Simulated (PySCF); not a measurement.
C₂HBrClF, SMILES F/C(Br)=C\Cl.

Geometry: ωB97X-D3(BJ)/def2-SVP.

Level of theory: TDDFT-LC-ωPBE/def2-SVPD in PySCF.

Vertical excitations. Gas-phase values at a fixed geometry. State labels are in the subgroup Cs.

Computed excitation energies, oscillator strengths and character:
| state | symmetry | energy (eV) | λ (nm) | f | main pairs |
|---|---|---|---|---|---|
| S1 | A" | 5.68 | 218 | 0.000 | HOMO→LUMO 75 % |
| S2 | A' | 6.69 | 185 | 0.421 | HOMO→LUMO+1 95 % |
| S3 | A" | 6.94 | 179 | 0.000 | HOMO→LUMO+3 23 %, HOMO−3→LUMO 17 %, HOMO→LUMO+2 17 %, HOMO→LUMO+5 13 % |
| S4 | A' | 7.02 | 177 | 0.023 | HOMO−1→LUMO 75 %, HOMO−1→LUMO+5 16 % |
| S5 | A" | 7.50 | 165 | 0.008 | HOMO→LUMO+2 57 %, HOMO→LUMO+3 27 % |
| S6 | A" | 7.94 | 156 | 0.000 | HOMO−1→LUMO+1 77 %, HOMO−2→LUMO+1 19 % |
| S7 | A" | 8.05 | 154 | 0.000 | HOMO−2→LUMO+1 64 %, HOMO−1→LUMO+1 19 % |
| S8 | A' | 8.10 | 153 | 0.007 | HOMO−2→LUMO 35 %, HOMO−2→LUMO+3 31 %, HOMO−2→LUMO+2 9 %, HOMO−2→LUMO+9 6 % |
| S9 | A" | 8.16 | 152 | 0.000 | HOMO−3→LUMO 42 %, HOMO−3→LUMO+5 11 %, HOMO−2→LUMO+1 11 %, HOMO−4→LUMO 7 % |
| S10 | A' | 8.69 | 143 | 0.022 | HOMO−3→LUMO+1 86 % |
| T1 | A' | 3.87 | 320 | 0 | HOMO→LUMO+1 84 % |
| T2 | A" | 5.08 | 244 | 0 | HOMO→LUMO 71 % |
| T3 | A' | 6.13 | 202 | 0 | HOMO−1→LUMO 71 %, HOMO−1→LUMO+5 21 % |
| T4 | A" | 6.31 | 196 | 0 | HOMO→LUMO+3 22 %, HOMO−3→LUMO 22 %, HOMO→LUMO+5 11 %, HOMO→LUMO+2 11 % |
Triplets are in the Tamm–Dancoff approximation, which puts them higher than full response would, so one can lie above its singlet here.
